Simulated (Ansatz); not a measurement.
`OB([SiH3])N[SiH3]`. Charge 0, multiplicity 1. The structure was optimised at the PBE0-D4/def2-TZVP level. It is one conformer, not always the lowest.

```xyz
13

O    -1.016   -1.276   -0.234
B     0.086   -0.457   -0.211
Si    1.899   -1.009   -0.951
N    -0.118    0.815    0.367
Si   -1.630    1.386    1.029
H    -0.872   -2.137   -0.627
H     2.907    0.078   -0.791
H     1.813   -1.344   -2.403
H     2.420   -2.224   -0.260
H     0.667    1.445    0.403
H    -2.696    1.421   -0.002
H    -1.378    2.765    1.522
H    -2.082    0.537    2.159
```

(1) What is the dipole moment at r2SCAN/def2-TZVPP? (An estimate is asked.)

(2) And with PBE, B3LYP, ωB97M-V? (An estimate is asked.)

(3) Give the Mulliken charges with r2SCAN, B3LYP, PBE in def2-TZVPP. (Best estimate.)

## Answers

(1) Ansatz gave: 0.33 D, with components (0.28, -0.13, -0.13) D in this frame, pointing from negative to positive charge.

(2) Ansatz gave: PBE 0.24 D, B3LYP 0.36 D, ωB97M-V 0.40 D.

(3) The calculation gave: 
```csv
atom,r2SCAN,B3LYP,PBE
O1,-0.33,-0.29,-0.25
B2,0.27,0.23,0.19
Si3,0.09,0.05,-0.02
N4,-0.30,-0.24,-0.18
Si5,0.36,0.35,0.26
H6,0.21,0.19,0.20
H7,-0.08,-0.08,-0.06
H8,-0.07,-0.07,-0.05
H9,-0.07,-0.07,-0.05
H10,0.16,0.14,0.15
H11,-0.07,-0.07,-0.06
H12,-0.08,-0.08,-0.06
H13,-0.07,-0.07,-0.06
```

B3LYP here is the variant with VWN-RPA as its local correlation; programs differ in this.
